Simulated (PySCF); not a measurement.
# Bonding in `[SiH3]C[C@H]1C=COCC1`

C6H12OSi.
SMILES with atom numbers: `[SiH3:1][CH2:2][C@H:3]1[CH:4]=[CH:5][O:6][CH2:7][CH2:8]1` (hydrogens: H9, H10, H11 on Si1; H12, H13 on C2; H14 on C3; H15 on C4; H16 on C5; H17, H18 on C7; H19, H20 on C8)

Cartesian coordinates in Å at the GFN2-xTB level; atoms count from 1:
```xyz
20
C6H12OSi angstrom
Si    -2.7507   -0.6649    0.1510
C     -1.4345    0.7059    0.0736
C     -0.0696    0.2539   -0.4518
C      0.8850    1.4164   -0.5043
C      2.1524    1.3157   -0.1273
O      2.7752    0.1764    0.2728
C      2.0235   -1.0037    0.0656
C      0.5538   -0.8262    0.4341
H     -2.4814   -1.5939    1.2511
H     -2.7528   -1.4005   -1.1162
H     -4.0573   -0.0389    0.3632
H     -1.7993    1.5079   -0.5728
H     -1.2992    1.1486    1.0631
H     -0.2089   -0.1486   -1.4647
H      0.4991    2.3703   -0.8246
H      2.8340    2.1539   -0.1050
H      2.1046   -1.2979   -0.9906
H      2.5002   -1.7695    0.6824
H      0.4873   -0.5174    1.4795
H      0.0334   -1.7768    0.3178
```

Bond orders from the PBE0/pcSseg-1 density (PySCF). One conformer (not necessarily the lowest) at the GFN2-xTB geometry, without solvent, vibrations or thermal averaging.

Question: How far do the computed orders between heavy atoms stray from the drawn ones?

Answer: The largest departure is 0.170, at C4–C5 (drawn double, 1.830).

Question: Set the Mayer orders of the bonds beside their lengths.

Answer: 
| bond | drawn as | length (Å) | Mayer order |
| --- | --- | --- | --- |
| Si1–C2 | single | 1.902 | 0.914 |
| C2–C3 | single | 1.531 | 1.012 |
| C3–C4 | single | 1.505 | 1.009 |
| C4–C5 | double | 1.326 | 1.830 |
| C5–O6 | single | 1.359 | 1.042 |
| O6–C7 | single | 1.414 | 0.897 |
| C7–C8 | single | 1.526 | 1.054 |
| C8–C3 | single | 1.530 | 1.001 |
| Si1–H9 | single | 1.465 | 0.945 |
| Si1–H10 | single | 1.465 | 0.946 |
| Si1–H11 | single | 1.464 | 0.951 |
| C2–H12 | single | 1.093 | 0.946 |
| C2–H13 | single | 1.092 | 0.943 |
| C3–H14 | single | 1.099 | 0.924 |
| C4–H15 | single | 1.078 | 0.965 |
| C5–H16 | single | 1.081 | 0.975 |
| C7–H17 | single | 1.099 | 0.943 |
| C7–H18 | single | 1.093 | 0.957 |
| C8–H19 | single | 1.092 | 0.938 |
| C8–H20 | single | 1.090 | 0.934 |

By pair of heavy elements: C–C: lowest C8–C3 (1.001, 1.530 Å), highest C4–C5 (1.830, 1.326 Å); in 1 of the 10 pairs the longer bond (by over 0.003 Å) has the higher order (by 0.02 or more). C–O: lowest O6–C7 (0.897, 1.414 Å), highest C5–O6 (1.042, 1.359 Å).

Question: Sum the orders of all bonds at each heavy atom with more than one neighbour and set the sums beside the valence in the SMILES.

Answer: Si1 3.756 (drawn 4), C2 3.815 (drawn 4), C3 3.946 (drawn 4), C4 3.804 (drawn 4), C5 3.847 (drawn 4), O6 1.939 (drawn 2), C7 3.851 (drawn 4), C8 3.927 (drawn 4). Orders between atoms that aren't bonded are not in these sums.

The Mayer order sums products of elements of PS (density times overlap matrix) between the two atoms' basis functions, so it depends on the basis set.
